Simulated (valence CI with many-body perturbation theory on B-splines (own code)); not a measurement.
Level structure of Tm⁶³⁺

Calculated by valence CI with perturbative core correlation (CI+MBPT): four valence electrons over a frozen Dirac-Fock core [He], a basis of 11 s, 11 p, 10 d, 8 f, 5 g, 2 h functions for each j, with the one-electron correlation potential Σ1 (screened to all orders), the two-electron term Σ2, the three-electron term Σ3, Breit, model QED; selected single and double excitations, second order for the rest, scaled by the run's own slope (own B-spline code, finite nucleus).

The last digits are not significant, and no measured levels were compared; by estimate large intervals hold to a few tenths of a per cent, small ones and those within an open d or f shell to about a per cent. Among the levels kept, up to 990 cm⁻¹ of a level comes from second order outside the variational space, and about a tenth of that is noise between levels of different J, which matters for small intervals.

Levels 181 to 213 of 213, with energies above the lowest level, (2s^2 2p1/2^2) J=0. "Leading %" is the weight of the configuration and term that name the level; weights of strongly mixed levels are sums over their largest components and can fall short, so below about 35 % the name and the second component can differ from the true leading terms, or belong to a minority configuration. In the jj column 3d3/2^4 stands for four electrons in 3d with j = 3/2. Lifetimes count E1, E2, E3, M1 and M2 decay at the calculated energies, and are blank where another channel may lead or the interval is too uncertain; long ones can be off by a factor of two.

```
No.  Configuration  Term  J  E (× 10³ cm⁻¹)  Leading %  Lifetime  Second component                   Leading jj
181        2s2p²3d    ³D  2           94723         50    610 as   23 % 2s2p²3d ¹D      2s 2p3/2^2 3d5/2 (53 %)
182        2s2p²3d    ³P  0           94762         68    625 as   30 % 2s2p²3d ¹S      2s 2p3/2^2 3d3/2 (75 %)
183        2s2p²3d    ³F  4           95134         63   47.0 fs   15 % 2s2p²3d ¹G      2s 2p3/2^2 3d5/2 (97 %)
184        2s2p²3d    ³D  3           95158         74   29.2 fs    6 % 2s2p²3d ³F      2s 2p3/2^2 3d5/2 (99 %)
185        2s2p²3d    ³D  3           95205         47    747 as   20 % 2s2p²3d ¹F      2s 2p3/2^2 3d5/2 (98 %)
186        2s2p²3d    ¹D  2           95275         49   4.42 fs   28 % 2s2p²3d ³D      2s 2p3/2^2 3d5/2 (97 %)
187        2s2p²3d    ³P  1           95301         36    748 as   29 % 2s2p²3d ¹P      2s 2p3/2^2 3d5/2 (97 %)
188        2s2p²3d    ¹D  2           95414         32    494 as   26 % 2s2p²3d ³P      2s 2p3/2^2 3d5/2 (92 %)
189          2p³3p    ⁵P  3           95508         54   3.14 fs     24 % 2p³3p ³F   2p1/2 2p3/2^2 3p3/2 (98 %)
190          2p³3p    ³P  0           95529         99   2.90 fs                     2p1/2 2p3/2^2 3p3/2 (99 %)
191          2p³3p    ³P  2           95533         37   2.33 fs     28 % 2p³3p ³D   2p1/2 2p3/2^2 3p3/2 (94 %)
192          2p³3p    ¹P  1           95653         49   2.78 fs     26 % 2p³3p ³D   2p1/2 2p3/2^2 3p3/2 (98 %)
193          2p³3p    ³D  3           95695         68   3.17 fs     29 % 2p³3p ¹F   2p1/2 2p3/2^2 3p3/2 (99 %)
194          2p³3p    ³F  4           95703         97   3.27 fs                     2p1/2 2p3/2^2 3p3/2 (97 %)
195          2p³3p    ³P  1           95943         77   2.99 fs     12 % 2p³3p ¹P  2p1/2 2p3/2^2 3p3/2 (100 %)
196        2s²2p4s   ³P°  0           96025        100   9.02 fs                          2s^2 2p1/2 4s (100 %)
197        2s²2p4s   ³P°  1           96036         67   7.83 fs  33 % 2s²2p4s ¹P°        2s^2 2p1/2 4s (100 %)
198          2p³3p    ¹D  2           96046         51   3.13 fs     27 % 2p³3p ³P   2p1/2 2p3/2^2 3p3/2 (99 %)
199          2p³3d   ⁵D°  1           96128         47   5.59 fs    39 % 2p³3d ³D°  2p1/2 2p3/2^2 3d3/2 (100 %)
200          2p³3d   ³F°  2           96140         40   7.05 fs    37 % 2p³3d ⁵D°   2p1/2 2p3/2^2 3d3/2 (99 %)
201          2p³3d   ⁵D°  0           96150         55   3.44 fs    24 % 2p³3d ¹S°   2p1/2 2p3/2^2 3d3/2 (99 %)
202          2p³3d   ³G°  3           96188         41   3.77 fs    23 % 2p³3d ³D°   2p1/2 2p3/2^2 3d3/2 (99 %)
203          2p³3p    ³P  1           96205         51   2.96 fs     28 % 2p³3p ³S  2p1/2 2p3/2^2 3p3/2 (100 %)
204          2p³3p    ³D  2           96232         44   2.95 fs     35 % 2p³3p ¹D   2p1/2 2p3/2^2 3p3/2 (99 %)
205        2s²2p4p    ³D  1           96295         74   13.5 fs   22 % 2s²2p4p ¹P     2s^2 2p1/2 4p1/2 (100 %)
206          2p³3d   ³G°  4           96300         51   70.4 fs    38 % 2p³3d ¹G°  2p1/2 2p3/2^2 3d3/2 (100 %)
207        2s²2p4p    ³P  0           96404         67   13.9 fs   33 % 2s²2p4p ¹S     2s^2 2p1/2 4p1/2 (100 %)
208          2p³3d   ³F°  3           96429         40    800 as    32 % 2p³3d ³D°   2p1/2 2p3/2^2 3d3/2 (98 %)
209          2p³3d   ³D°  2           96448         34    760 as    32 % 2p³3d ³P°   2p1/2 2p3/2^2 3d3/2 (98 %)
210          2p³3d   ³P°  1           96499         42    661 as    31 % 2p³3d ³S°   2p1/2 2p3/2^2 3d3/2 (98 %)
211          2p³3d   ³F°  2           96725         68   14.9 fs    18 % 2p³3d ¹D°   2p1/2 2p3/2^2 3d3/2 (96 %)
212          2p³3d   ⁵D°  4           96738         55   68.2 fs    21 % 2p³3d ³G°  2p1/2 2p3/2^2 3d5/2 (100 %)
213          2p³3d   ³D°  3           96760         51   19.6 fs    28 % 2p³3d ⁵D°  2p1/2 2p3/2^2 3d5/2 (100 %)
```
